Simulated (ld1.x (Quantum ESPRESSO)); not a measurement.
**Logarithmic derivatives: arsenic, ultrasoft**

arsenic, ultrasoft, made with ld1.x (Quantum ESPRESSO) 7.5 (PBE, scalar-relativistic). Core [Ne] 3s2, reference 3p6 3d10 4s2 4p3. Waves: 4s (bound): rcut 1.25, rcutus 1.40 bohr; 4s channel at -0.75 Ry: rcut 1.25, rcutus 1.40 bohr; 3p (bound): rcut 0.85, rcutus 1.00 bohr; 4p (bound): rcut 0.85, rcutus 1.00 bohr; 3d (bound): rcut 0.90, rcutus 1.25 bohr; 3d channel at -0.5 Ry: rcut 0.90, rcutus 1.25 bohr. Local part: all-electron potential smoothed inside 1.30 bohr (lloc = -1). Core correction: none. Augmentation charge: PSQ, radius 0.95 bohr.

The phase is arctan(r·u′/u) with u = r·R(r), unwrapped; energies in Ry, scanned from -12 to 5 Ry. A pole is an energy at which the radial function vanishes at the test radius. The pseudo phase is shifted by a multiple of π to meet the all-electron one at the reference energy, and phase errors are pseudo minus all-electron; the curves can meet again beyond the range given. Levels narrower than the energy grid can be missing from the lists of poles. Where the grid stepped over a known ghost or core level, its pole and its step of π were put in at the level’s energy.

| channel | radius (bohr) | reference energy (Ry) | poles, all-electron | poles, pseudo | unbroken range about the reference energy with phases within 0.05 rad | phase error 1 Ry above the reference energy (rad) |
| --- | --- | --- | --- | --- | --- | --- |
| s | 1.54 | -1.07 | none | -8.67, -7.20 | above -7.2 | -0.000 |
| p | 1.54 | -0.38 | -9.70 | -9.70 | the whole range | -0.000 |
| d | 1.54 | -2.99 | -2.64 | -2.64 | the whole range | +0.000 |

Note: ghost state, extra bound levels that the all-electron valence spectrum of the same l lacks: s at -98.0 eV. A true bound ghost makes a file unfit for plane-wave use.

Phases in the p channel:

| E (Ry) | all-electron | pseudo |
| --- | --- | --- |
| -12.00 | 1.348 | 1.348 |
| -11.76 | 1.343 | 1.343 |
| -11.52 | 1.336 | 1.336 |
| -11.28 | 1.327 | 1.327 |
| -11.04 | 1.316 | 1.316 |
| -10.80 | 1.300 | 1.300 |
| -10.56 | 1.273 | 1.273 |
| -10.32 | 1.215 | 1.215 |
| -10.08 | 0.984 | 0.984 |
| -9.84 | -1.292 | -1.291 |
| -9.60 | -1.634 | -1.634 |
| -9.36 | -1.703 | -1.703 |
| -9.12 | -1.733 | -1.733 |
| -8.88 | -1.752 | -1.752 |
| -8.64 | -1.765 | -1.765 |
| -8.40 | -1.775 | -1.775 |
| -8.16 | -1.784 | -1.784 |
| -7.92 | -1.791 | -1.791 |
| -7.68 | -1.799 | -1.799 |
| -7.44 | -1.806 | -1.806 |
| -7.20 | -1.812 | -1.812 |
| -6.96 | -1.819 | -1.819 |
| -6.72 | -1.826 | -1.826 |
| -6.48 | -1.832 | -1.832 |
| -6.24 | -1.839 | -1.839 |
| -6.00 | -1.847 | -1.847 |
| -5.76 | -1.854 | -1.854 |
| -5.52 | -1.862 | -1.862 |
| -5.28 | -1.871 | -1.871 |
| -5.04 | -1.879 | -1.879 |
| -4.80 | -1.889 | -1.889 |
| -4.56 | -1.899 | -1.899 |
| -4.32 | -1.910 | -1.910 |
| -4.08 | -1.921 | -1.921 |
| -3.84 | -1.934 | -1.934 |
| -3.60 | -1.948 | -1.948 |
| -3.36 | -1.963 | -1.963 |
| -3.12 | -1.979 | -1.979 |
| -2.88 | -1.997 | -1.997 |
| -2.64 | -2.018 | -2.018 |
| -2.40 | -2.040 | -2.040 |
| -2.16 | -2.066 | -2.066 |
| -1.92 | -2.094 | -2.094 |
| -1.68 | -2.127 | -2.127 |
| -1.44 | -2.165 | -2.165 |
| -1.20 | -2.210 | -2.210 |
| -0.96 | -2.261 | -2.261 |
| -0.72 | -2.323 | -2.323 |
| -0.48 | -2.396 | -2.396 |
| -0.24 | -2.484 | -2.484 |
| 0.00 | -2.589 | -2.589 |
| 0.24 | -2.716 | -2.716 |
| 0.48 | -2.865 | -2.865 |
| 0.72 | -3.035 | -3.035 |
| 0.96 | -3.220 | -3.220 |
| 1.20 | -3.407 | -3.408 |
| 1.44 | -3.586 | -3.586 |
| 1.68 | -3.746 | -3.746 |
| 1.92 | -3.884 | -3.884 |
| 2.16 | -4.000 | -4.000 |
| 2.40 | -4.096 | -4.097 |
| 2.64 | -4.176 | -4.177 |
| 2.88 | -4.244 | -4.244 |
| 3.12 | -4.300 | -4.301 |
| 3.36 | -4.348 | -4.349 |
| 3.60 | -4.389 | -4.390 |
| 3.84 | -4.425 | -4.426 |
| 4.08 | -4.456 | -4.457 |
| 4.32 | -4.484 | -4.484 |
| 4.56 | -4.508 | -4.509 |
| 4.80 | -4.530 | -4.531 |
